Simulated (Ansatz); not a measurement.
Reaction (atomization): `F[SiH]1[CH2][AlH]1` → Al• + C• + F• + 4 H• + Si•

Isolated molecules relaxed with PBE0-D4/def2-TZVP in Ansatz; ΔE leaves out vibrations. CBS: MP2 limit from def2 TZ/QZ plus the TZ coupled-cluster correction, frozen cores. This one scheme is used for every species, atoms too. DFT in def2-TZVPP. Open shells (•) are unrestricted, without spin–orbit coupling. Spin–orbit coupling would lower the free atoms: a little for Al, C, F, Si.

```
         level  ΔE (eV)  difference from CCSD(T)/CBS
     r2SCAN-D4    27.46                         0.11
        B97M-V    27.67                         0.32
       PBE0-D4    27.15                        -0.20
    r2SCANh-D4    27.28                        -0.07
       ωB97X-V    27.42                         0.07
       r2SCAN0    26.97                        -0.38
         BHLYP    26.22                        -1.13
  MP2/def2-SVP    25.68                        -1.67
MP2/def2-TZVPP    27.01                        -0.34
CCSD/CBS(def2)    26.93                        -0.42
   CCSD(T)/CBS    27.35                            0
```

Largest T1 diagnostic among the species: 0.018.

From r2SCAN to r2SCAN0 (25 % exact exchange), in def2-TZVPP and without D4, ΔE moves by −0.46 eV: exact exchange takes away binding that semilocal exchange gives to molecules. Leaving LDA and LC-ωPBE aside and taking each functional with its dispersion term where it has one, the values, not all of them listed here, spread over 1.24 eV, from BHLYP-D4 to B97M-V. LDA lies +3.60 eV from PBE without D4, its usual overbinding. At CCSD(T), def2-SVP lies −2.06 eV from the extrapolated value and def2-TZVPP −0.80 eV: correlation converges slowly with the basis, and small sets miss more of it in the bonded molecule than in its fragments.

For atomizations the MP2-based limit and the directly extrapolated one differ by several kJ/mol either way, and by 10 to 25 for some Ge, Se and Sn compounds, so smaller differences from it don't rank the levels.
